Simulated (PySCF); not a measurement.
A structure optimised at PBE0-D3(BJ)/def2-SVP, used in a PySCF frequency run:

```
C
H 1 1.1005
H 1 1.1016 2 106.85
C 1 1.5361 2 112.39 3 -119.40
H 4 1.1016 1 113.69 2 71.73
H 4 1.1052 5 107.13 1 121.63
C 4 1.5180 5 112.16 6 118.23
H 7 1.1012 4 114.23 5 -71.73
F 7 1.4056 8 107.82 4 -121.42
C 1 1.5381 2 113.67 3 120.84
H 10 1.1005 1 115.33 2 -80.22
H 10 1.1093 11 105.78 1 -122.38
B 10 1.5672 11 115.92 12 -116.92
F 13 1.3213 10 126.55 11 43.62
```
Charge 0, spin multiplicity 1.

Problem. Write its SMILES and formula.

Solution. FB1CCC[C@H]1F, C4H7BF2

Problem. What are its rotational constants (standard atomic weights)?

Solution. 3.3806, 2.6234, 1.7713 GHz
